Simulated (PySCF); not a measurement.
Spectra and structures to be paired. Theory: TDDFT PBE0/def2-SVPD, vertical, gas phase, core orbitals frozen in the response (PySCF 2.14.0, density-fitted response routines). Geometries: GFN2-xTB; one conformer of each isolated species. Triplets are in the Tamm–Dancoff approximation.

A. `FC1=C[C@@H]2C[C@H]1C=C2Cl`
B. `CNC(=O)/C=C\CO`
C. `Cc1ccc(F)cc1Cl`
D. `C(=C)CC=C`
E. `C=C1C[C@@H]1C`

Lowest singlet levels (six at most, fewer where fewer were computed) with oscillator strengths:

1. 193 nm (f 0.002); 177 nm (f 0.018); 174 nm (f 0.197); 168 nm (f 0.210); 160 nm (f 0.023); 155 nm (f 0.015); T1 4.43 eV
2. 238 nm (f 0.029); 209 nm (f 0.039); 194 nm (f 0.001); 186 nm (f 0.417); 181 nm (f 0.007); 181 nm (f 0.580); T1 3.99 eV
3. 256 nm (f 0.005); 220 nm (f 0.029); 203 nm (f 0.004); 195 nm (f 0.023); 187 nm (f 0.032); 184 nm (f 0.068); T1 3.37 eV
4. 191 nm (f 0.298); 184 nm (f 0.000); 169 nm (f 0.036); 164 nm (f 0.047); 160 nm (f 0.004); 157 nm (f 0.546); T1 4.36 eV
5. 270 nm (f 0.001); 249 nm (f 0.009); 219 nm (f 0.274); 204 nm (f 0.164); 186 nm (f 0.003); 182 nm (f 0.001); T1 3.75 eV

**Question.** Match each spectrum to its molecule.

**Answer.** 1 = E, 2 = C, 3 = A, 4 = D, 5 = B.
- A: S1 at 4.84 eV, HOMO→LUMO (96%); Löwdin shares by element: HOMO carbon 74% or more (atoms not listed hold the other 26%); LUMO carbon 64% or more (atoms not listed hold the other 36%); HOMO -6.61 and LUMO -0.68 eV.
- B: S1 at 4.59 eV, HOMO→LUMO (89%), HOMO-2→LUMO (9%); Löwdin shares by element: HOMO oxygen 67%, carbon 17% or more (atoms not listed hold the other 16%); LUMO carbon 63% or more, oxygen 10% or more (atoms not listed hold the other 27%); HOMO -7.35 and LUMO -1.34 eV.
- C: S1 at 5.21 eV, HOMO→LUMO (68%), HOMO-1→LUMO+1 (22%); Löwdin shares by element: HOMO carbon 64% or more (atoms not listed hold the other 36%); LUMO carbon 72% or more (atoms not listed hold the other 28%); HOMO -7.16 and LUMO -0.83 eV; point group Cs.
- D: S1 at 6.51 eV, HOMO→LUMO (90%); Löwdin shares by element: HOMO carbon 82% or more (atoms not listed hold the other 18%); LUMO carbon 73% or more (atoms not listed hold the other 27%); HOMO -7.41 and LUMO -0.14 eV; point group C2, 1 of its 6 listed states under f = 0.0005.
- E: S1 at 6.43 eV, HOMO-1→LUMO (96%); Löwdin shares by element: HOMO carbon 85% or more; LUMO carbon 68% or more (atoms not listed hold the other 32%); HOMO -7.45 and LUMO 0.18 eV.
D and E have S1 within 0.08 eV of each other; their strongest listed levels stand at 7.89 eV (f 0.546) and 7.38 eV (f 0.210).
